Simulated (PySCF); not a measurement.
(3Z)-hexa-1,3-dien-5-yne (C₆H₆), SMILES C#C/C=C\C=C.

Geometry: B3LYP-D3(BJ)/def2-SVP. Other conformers were not sampled.

Level of theory: PBE/def2-TZVP run with PySCF.

Symmetry labels are those of the subgroup Cs that the program uses (full group Cs).

Task: List the valence orbital energies around the gap with their symmetry. (The exact figures need the calculation; the answer reports its results.)

Result: 
```json
[
 {"orbital": "HOMO−7", "symmetry": "A'", "energy (eV)": "-11.82"},
 {"orbital": "HOMO−6", "symmetry": "A'", "energy (eV)": "-9.97"},
 {"orbital": "HOMO−5", "symmetry": "A'", "energy (eV)": "-9.82"},
 {"orbital": "HOMO−4", "symmetry": "A\"", "energy (eV)": "-8.72"},
 {"orbital": "HOMO−3", "symmetry": "A'", "energy (eV)": "-8.62"},
 {"orbital": "HOMO−2", "symmetry": "A\"", "energy (eV)": "-7.36"},
 {"orbital": "HOMO−1", "symmetry": "A'", "energy (eV)": "-6.79"},
 {"orbital": "HOMO", "symmetry": "A\"", "energy (eV)": "-5.64"},
 {"orbital": "LUMO", "symmetry": "A\"", "energy (eV)": "-2.46"},
 {"orbital": "LUMO+1", "symmetry": "A'", "energy (eV)": "-0.20"},
 {"orbital": "LUMO+2", "symmetry": "A\"", "energy (eV)": "-0.17"},
 {"orbital": "LUMO+3", "symmetry": "A'", "energy (eV)": "1.16"}
]
```
